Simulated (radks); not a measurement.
Dynamic dipole polarisability and lines of the beryllium ion Be2+, [He]. Method: non-relativistic Kohn-Sham, exchange-only LDA, spin-polarised, spherical densities, point nucleus; computed with a radial shooting solver on a logarithmic mesh with Libxc functionals. Time-dependent linear response with the Hartree and adiabatic exchange-only LDA kernel, continuum included through the Sternheimer equations. Lines are the poles of the dipole polarisability below minus the highest occupied eigenvalue, found on a grid refined at the orbital gaps; the lowest seven at most are given, and weak or close lines can be missed. The first line takes the name of the lowest orbital gap if no other gap lies below it; otherwise a line is named after a gap within 0.6 % of it, if that gap stands alone.

| photon energy (eV) | alpha (bohr^3) |
|---|---|
| 0 | 0.05730 |
| 6.336 | 0.05743 |
| 14.783 | 0.05802 |
| 23.231 | 0.05912 |
| 31.678 | 0.06079 |
| 40.126 | 0.06316 |
| 48.574 | 0.06639 |
| 57.021 | 0.07080 |
| 65.469 | 0.07687 |
| 73.916 | 0.08550 |
| 82.364 | 0.09853 |
| 90.812 | 0.1204 |
| 99.259 | 0.1657 |
| 107.71 | 0.3428 |
| 116.15 | -0.2055 |
| 124.60 | 0.1881 |

Lines (eV, oscillator strength): 112.58 (11.01 nm, 1s-2p), f = 0.373; 122.03 (10.16 nm, 1s-3p), f = 0.0787. Higher lines, where found, are left out when the end of the mesh affects them. Those listed give 45 % of the static polarisability (sum of f/w^2). Orbital energy gaps for comparison: 1s-2p 112.36 eV; 1s-3p 121.94 eV.
